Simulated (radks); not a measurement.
Task: All-electron atom: Sn XIII in [Kr] 5s2 (not the ground configuration). All-electron calculation, scalar-relativistic Kohn-Sham, PBE, spin-polarised, spherical densities, finite nucleus; Fermi nuclear charge, rms radius 4.6519 fm. Program: a radial shooting solver on a logarithmic mesh with Libxc functionals. Some entries of the table are withheld. Estimate them.

orbital  occ.  eigenvalue (hartree)  r(max) (bohr)  <r> (bohr)
1s          2             -1076.566        0.01878     0.02906
2s          2             -171.4512         0.1061      0.1255
2p          6             -154.9971        0.08495      0.1096
3s          2             -41.15388         0.3068         (1)
3p          6             -35.77580         0.3000      0.3358
3d         10             -27.55014         0.2496      0.3115
4s          2                   (2)         0.7196      0.7616
4p          6             -12.18265         0.7487         (3)
5s          2              -6.61173          1.446       1.463

Result: 
(1) 3s <r> (bohr): 0.3379
(2) 4s eigenvalue (hartree): -13.96728
(3) 4p <r> (bohr): 0.7977
